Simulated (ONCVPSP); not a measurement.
## Plane-wave convergence, ONCV potential for Ni (Z = 28)

ONCVPSP 4.0.1 input, shortened (lines: element, Z, core and valence counts, functional; n l f; lmax; l rc ep ncon nbas qcut; lloc lpopt rc5 dvloc0; l nproj debl; icmod fcfact rcfact), PBE, scalar-relativistic:

```
  Ni 28.00    3    3        4      upf
    1    0    2.00
    2    0    2.00
    2    1    6.00
    3    0    2.00
    3    1    6.00
    3    2    8.00
    3
    0    1.00    0.00    3    8   10.40
    1    1.00    0.00    4    7   13.10
    2    1.35    0.00    4    8   11.30
    3    1.05    0.37    4    7   11.40
    4    4    0.65    4.00
    0    2    3.80
    1    1    1.50
    2    1    2.50
    3    2    0.80
    1    0.60    0.00
```

In the s channel the program set the typed energies aside and used -4.805, 0.250 Ha.

For each optimised wave give the share of its norm inside rc, the residual kinetic energy above qcut (Ha) and the cutoffs (Ha) for errors of 10, 1, 0.1 and 0.01 mHa per electron.

```
         wave  norm inside rc  residual KE  10 mHa  1 mHa  0.1 mHa  0.01 mHa
           3s           0.837      4.4e-05    33.8   43.3     51.1     190.3
s projector 2           0.021      1.2e-05    20.2   36.6     46.5      55.0
           3p           0.787      6.0e-07    31.8   39.7     46.6      69.7
           3d           0.805      1.2e-05    45.2   52.7     58.6      65.9
f projector 1           0.002      8.8e-07     5.3   16.1     33.7      50.5
f projector 2           0.007      3.6e-06    10.8   27.0     45.3      59.4
```

The occupied waves need 53 Ha and 59 Ha for 1 and 0.1 mHa. Rows with under 1 % of the norm inside rc give no meaningful cutoff.
